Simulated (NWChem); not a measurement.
System: B₂F₃, doublet; SMILES F[B]B(F)F

Here is an NWChem input.

```
start job
memory heap 200 mb stack 900 mb global 1100 mb
geometry units angstroms noautosym nocenter noautoz
  F     -0.216169    -2.217790     0.000000
  B      0.372986    -1.065347     0.000000
  B     -0.007600     0.566425     0.000000
  F     -0.057598     1.251316     1.131537
  F     -0.057598     1.251316    -1.131537
end
basis spherical
  * library cc-pvtz
end
dft
  odft
  mult 2
  xc hfexch
  iterations 150
end
property
  efieldgrad
end
task dft property
```

NWChem printed, in part:

```
             Northwest Computational Chemistry Package (NWChem) 7.3.0
             --------------------------------------------------------

                             Geometry "geometry" -> ""
                             -------------------------

 Output coordinates in angstroms (scale by  1.889725989 to convert to a.u.)

  No.       Tag          Charge          X              Y              Z
 ---- ---------------- ---------- -------------- -------------- --------------
    1 F                    9.0000    -0.21616900    -2.21779000     0.00000000
    2 B                    5.0000     0.37298600    -1.06534700     0.00000000
    3 B                    5.0000    -0.00760000     0.56642500     0.00000000
    4 F                    9.0000    -0.05759800     1.25131600     1.13153700
    5 F                    9.0000    -0.05759800     1.25131600    -1.13153700

 Effective nuclear repulsion energy (a.u.)     131.4359328371

  xc_inp: hfexch multiplicative factor not found.
                              NWChem Property Module
                              ----------------------

  itol2e modified to match energy
  convergence criterion.

                                 NWChem DFT Module
                                 -----------------

 Summary of "ao basis" -> "ao basis" (spherical)
 ------------------------------------------------------------------------------
       Tag                 Description            Shells   Functions and Types
 ---------------- ------------------------------  ------  ---------------------
 F                          cc-pvtz                 10       30   4s3p2d1f
 B                          cc-pvtz                 10       30   4s3p2d1f

  itol2e modified to match energy
  convergence criterion.

            General Information
            -------------------
          SCF calculation type: DFT
          Wavefunction type:  spin polarized.
          No. of atoms     :     5
          No. of electrons :    37
           Alpha electrons :    19
            Beta electrons :    18
          Charge           :     0
          Spin multiplicity:     2
          Use of symmetry is: off; symmetry adaption is: off
          Maximum number of iterations: 150
          AO basis - number of functions:   150
                     number of shells:    50
          Convergence on energy requested:  1.00D-07
          Convergence on density requested:  1.00D-05
          Convergence on gradient requested:  5.00D-04

[...]

          -----------------------
          Electric field gradient
          -----------------------

 1 a.u. = 0.324123 10**(16) esu/cm**3  ( or statvolts/cm**2 ) = 0.97174 10**(22) v/m**2

 ------------------------------------------------------------
   Atom      X         Y         Z
 ------------------------------------------------------------
    1 F   -0.40850  -4.19102   0.00000
 ------------------------------------------------------------

 Electric field gradient in molecular frame (a.u.)
         XX             YY             ZZ             XY             XZ             YZ
 ------------------------------------------------------------------------------------------
        0.660887      -0.745935       0.085048      -0.965418       0.000000      -0.000000

 Principal components (a.u.) and orientation
 of principal axis w.r.t. absolute frame                      Asymmetry parameter eta
 --------------------------------------------------------------------------------------
       -1.237019       1.151971       0.085048                       0.862496

        0.453389       0.891313       0.000000
        0.891313      -0.453389       0.000000
        0.000000       0.000000       1.000000

 ------------------------------------------------------------
   Atom      X         Y         Z
 ------------------------------------------------------------
    2 B    0.70484  -2.01321   0.00000
 ------------------------------------------------------------

 Electric field gradient in molecular frame (a.u.)
         XX             YY             ZZ             XY             XZ             YZ
 ------------------------------------------------------------------------------------------
        0.181797       0.302693      -0.484490      -0.004119      -0.000000      -0.000000

 Principal components (a.u.) and orientation
 of principal axis w.r.t. absolute frame                      Asymmetry parameter eta
 --------------------------------------------------------------------------------------
       -0.484490       0.302833       0.181657                       0.250110

        0.000000      -0.034015       0.999421
        0.000000       0.999421       0.034015
        1.000000       0.000000       0.000000

 ------------------------------------------------------------
   Atom      X         Y         Z
 ------------------------------------------------------------
    3 B   -0.01436   1.07039   0.00000
 ------------------------------------------------------------

 Electric field gradient in molecular frame (a.u.)
         XX             YY             ZZ             XY             XZ             YZ
 ------------------------------------------------------------------------------------------
       -0.384449       0.286013       0.098435      -0.038305      -0.000000       0.000000

 Principal components (a.u.) and orientation
 of principal axis w.r.t. absolute frame                      Asymmetry parameter eta
 --------------------------------------------------------------------------------------
       -0.386630       0.288195       0.098435                       0.490804

        0.998382      -0.056855       0.000000
        0.056855       0.998382       0.000000
        0.000000       0.000000       1.000000

 ------------------------------------------------------------
   Atom      X         Y         Z
 ------------------------------------------------------------
    4 F   -0.10884   2.36464   2.13829
 ------------------------------------------------------------

[...]
```

Level: UHF/cc-pVTZ. In the optimisation the excess spin sits in a' (Cs, its own frame). All runs use the structure optimised with PBE0/def2-SVP, spin-unrestricted. No stability test was run on the SCF state. NWChem prints the field gradient with the sign opposite to the second derivative of the potential.
